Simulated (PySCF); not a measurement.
CH3N2S (SMILES [NH]C(N)=S), doublet, at a GFN2-xTB geometry; DF-WB97X/6-31G** (PySCF).

Here is a job for PySCF.
```python
from pyscf import gto, scf, dft

mol = gto.M(
    atom='''
N     0.914066   -0.957253    0.861916
C    -0.034507   -0.356821    0.267873
N    -1.312905   -0.740355    0.396728
S     0.293853    1.030757   -0.746178
H     1.849789   -0.599573    0.739589
H    -1.520321   -1.567693    0.928688
H    -2.032198   -0.300667   -0.147177
''',
    basis='6-31g**',
    charge=0,
    spin=1,
    verbose=4,
)

mf = dft.UKS(mol)
mf.xc = 'wb97x'
mf = mf.density_fit(auxbasis='def2-universal-jkfit')
mf.kernel()
```

Question: What does PySCF print? Leave out banner, timings and long lists.

Answer: 
```
PySCF version 2.14.0

[INPUT] verbose = 4
[INPUT] num. atoms = 7
[INPUT] num. electrons = 39
[INPUT] charge = 0
[INPUT] spin (= nelec alpha-beta = 2S) = 1
[INPUT] symmetry False subgroup None
[INPUT] Mole.unit = angstrom
[INPUT] Symbol           X                Y                Z      unit          X                Y                Z       unit  Magmom
[INPUT]  1 N      0.914066000000  -0.957253000000   0.861916000000 AA    1.727334399777  -1.808946001918   1.628785182381 Bohr   0.0
[INPUT]  2 C     -0.034507000000  -0.356821000000   0.267873000000 AA   -0.065208779380  -0.674293965493   0.506206606166 Bohr   0.0
[INPUT]  3 N     -1.312905000000  -0.740355000000   0.396728000000 AA   -2.481030877572  -1.399068184952   0.749707265946 Bohr   0.0
[INPUT]  4 S      0.293853000000   1.030757000000  -0.746178000000 AA    0.555301690882   1.947848430978  -1.410072060176 Bohr   0.0
[INPUT]  5 H      1.849789000000  -0.599573000000   0.739589000000 AA    3.495594598233  -1.133028761684   1.397620654741 Bohr   0.0
[INPUT]  6 H     -1.520321000000  -1.567693000000   0.928688000000 AA   -2.872990311425  -2.962510417398   1.754965975170 Bohr   0.0
[INPUT]  7 H     -2.032198000000  -0.300667000000  -0.147177000000 AA   -3.840297650889  -0.568178284695  -0.278124221835 Bohr   0.0

nuclear repulsion = 148.104036655054
number of shells = 35
number of NR pGTOs = 153
number of NR cGTOs = 75
basis = 6-31g**
ecp = {}

******** <class 'pyscf.df.df_jk.DFUKS'> ********
method = DFUKS
initial guess = minao
damping factor = 0
level_shift factor = 0
DIIS = <class 'pyscf.scf.diis.CDIIS'>
diis_start_cycle = 1
diis_space = 8
diis_damp = 0
SCF conv_tol = 1e-09
SCF conv_tol_grad = None
SCF max_cycles = 50
direct_scf = False
number electrons alpha = 20  beta = 19
XC library pyscf.dft.libxc version 7.1.2
    S. Lehtola, C. Steigemann, M. J. T. Oliveira, and M. A. L. Marques,  SoftwareX 7, 1–5 (2018)
XC functionals = wb97x
    J.-D. Chai and M. Head-Gordon,  J. Chem. Phys. 128, 084106 (2008)
radial grids:
    Treutler-Ahlrichs [JCP 102, 346 (1995); DOI:10.1063/1.469408] (M4) radial grids

becke partition: Becke, JCP 88, 2547 (1988); DOI:10.1063/1.454033
pruning grids: <function nwchem_prune>
grids dens level: 3
symmetrized grids: False
atomic radii adjust function: <function treutler_atomic_radii_adjust>
small_rho_cutoff = 0
Set gradient conv threshold to 3.16228e-05
tot grids = 90232
******** <class 'pyscf.df.df.DF'> ********
auxbasis = def2-universal-jkfit
Create RSH-DF object <pyscf.df.df.DF object> for omega=0.3
******** <class 'pyscf.df.df.DF'> ********
auxbasis = auxmol.basis = def2-universal-jkfit
init E= -548.064705746495

cycle= 1 E= -547.348287853227  delta_E= 0.716  |g|= 0.391  |ddm|= 1.93
cycle= 2 E= -547.342775576448  delta_E= 0.00551  |g|= 0.498  |ddm|= 1.19
cycle= 3 E= -547.473131375993  delta_E= -0.13  |g|= 0.0583  |ddm|= 0.587
cycle= 4 E= -547.479220907278  delta_E= -0.00609  |g|= 0.054  |ddm|= 0.139
cycle= 5 E= -547.483152340437  delta_E= -0.00393  |g|= 0.0314  |ddm|= 0.0839
cycle= 6 E= -547.487683535527  delta_E= -0.00453  |g|= 0.0273  |ddm|= 0.129
cycle= 7 E= -547.49104457018  delta_E= -0.00336  |g|= 0.0161  |ddm|= 0.129
cycle= 8 E= -547.493005699015  delta_E= -0.00196  |g|= 0.0101  |ddm|= 0.131
cycle= 9 E= -547.49332156613  delta_E= -0.000316  |g|= 0.00879  |ddm|= 0.0357
cycle= 10 E= -547.493616778274  delta_E= -0.000295  |g|= 0.00311  |ddm|= 0.0534
cycle= 11 E= -547.493682395517  delta_E= -6.56e-05  |g|= 0.00171  |ddm|= 0.0226
cycle= 12 E= -547.493698564757  delta_E= -1.62e-05  |g|= 0.000984  |ddm|= 0.0125
cycle= 13 E= -547.493701296057  delta_E= -2.73e-06  |g|= 0.000975  |ddm|= 0.00798
cycle= 14 E= -547.493703203114  delta_E= -1.91e-06  |g|= 0.000479  |ddm|= 0.00424
cycle= 15 E= -547.493704357488  delta_E= -1.15e-06  |g|= 0.000385  |ddm|= 0.00214
cycle= 16 E= -547.49370581562  delta_E= -1.46e-06  |g|= 0.00038  |ddm|= 0.00229
cycle= 17 E= -547.493707454455  delta_E= -1.64e-06  |g|= 0.000374  |ddm|= 0.00263
cycle= 18 E= -547.493709221973  delta_E= -1.77e-06  |g|= 0.000371  |ddm|= 0.00286
cycle= 19 E= -547.49371052962  delta_E= -1.31e-06  |g|= 0.00037  |ddm|= 0.00211
cycle= 20 E= -547.493712884936  delta_E= -2.36e-06  |g|= 0.000369  |ddm|= 0.00381
cycle= 21 E= -547.493718472937  delta_E= -5.59e-06  |g|= 0.000367  |ddm|= 0.00906
cycle= 22 E= -547.493742477159  delta_E= -2.4e-05  |g|= 0.000377  |ddm|= 0.0395
cycle= 23 E= -547.493741196532  delta_E= 1.28e-06  |g|= 0.000372  |ddm|= 0.00214
cycle= 24 E= -547.493761361285  delta_E= -2.02e-05  |g|= 0.000427  |ddm|= 0.034
cycle= 25 E= -547.493755868652  delta_E= 5.49e-06  |g|= 0.000357  |ddm|= 0.00945
cycle= 26 E= -547.493846584059  delta_E= -9.07e-05  |g|= 0.00353  |ddm|= 0.199
cycle= 27 E= -547.493826414492  delta_E= 2.02e-05  |g|= 0.00172  |ddm|= 0.0663
cycle= 28 E= -547.49381182919  delta_E= 1.46e-05  |g|= 0.00101  |ddm|= 0.0325
cycle= 29 E= -547.493810004828  delta_E= 1.82e-06  |g|= 0.000971  |ddm|= 0.00357
cycle= 30 E= -547.493776423327  delta_E= 3.36e-05  |g|= 0.000372  |ddm|= 0.0621
cycle= 31 E= -547.493806152686  delta_E= -2.97e-05  |g|= 0.000477  |ddm|= 0.0531
cycle= 32 E= -547.493830995802  delta_E= -2.48e-05  |g|= 0.000649  |ddm|= 0.047
cycle= 33 E= -547.493870341142  delta_E= -3.93e-05  |g|= 0.00125  |ddm|= 0.084
cycle= 34 E= -547.493890975437  delta_E= -2.06e-05  |g|= 0.000253  |ddm|= 0.0432
cycle= 35 E= -547.493925462953  delta_E= -3.45e-05  |g|= 0.00472  |ddm|= 0.225
cycle= 36 E= -547.493923814085  delta_E= 1.65e-06  |g|= 0.00487  |ddm|= 0.00165
cycle= 37 E= -547.493917956113  delta_E= 5.86e-06  |g|= 0.00513  |ddm|= 0.0192
cycle= 38 E= -547.493909513453  delta_E= 8.44e-06  |g|= 0.00546  |ddm|= 0.0237
cycle= 39 E= -547.493931951425  delta_E= -2.24e-05  |g|= 0.00255  |ddm|= 0.0357
cycle= 40 E= -547.493950527877  delta_E= -1.86e-05  |g|= 0.00195  |ddm|= 0.0892
cycle= 41 E= -547.493955270841  delta_E= -4.74e-06  |g|= 0.00158  |ddm|= 0.0527
cycle= 42 E= -547.493958331177  delta_E= -3.06e-06  |g|= 0.000379  |ddm|= 0.00523
cycle= 43 E= -547.493958547994  delta_E= -2.17e-07  |g|= 2.58e-05  |ddm|= 0.005
cycle= 44 E= -547.493958547963  delta_E= 3.16e-11  |g|= 3.86e-05  |ddm|= 0.0017
cycle= 45 E= -547.493958549728  delta_E= -1.77e-09  |g|= 1.1e-05  |ddm|= 0.000437
cycle= 46 E= -547.493958549447  delta_E= 2.81e-10  |g|= 3.38e-05  |ddm|= 0.00159
cycle= 47 E= -547.493958550638  delta_E= -1.19e-09  |g|= 2.69e-06  |ddm|= 0.000264
cycle= 48 E= -547.493958550633  delta_E= 5.68e-12  |g|= 1.66e-06  |ddm|= 1.69e-05
Extra cycle  E= -547.493958550642  delta_E= -9.09e-12  |g|= 1.17e-06  |ddm|= 4.83e-06
converged SCF energy = -547.493958550642  <S^2> = 0.75578248  2S+1 = 2.0057741
```
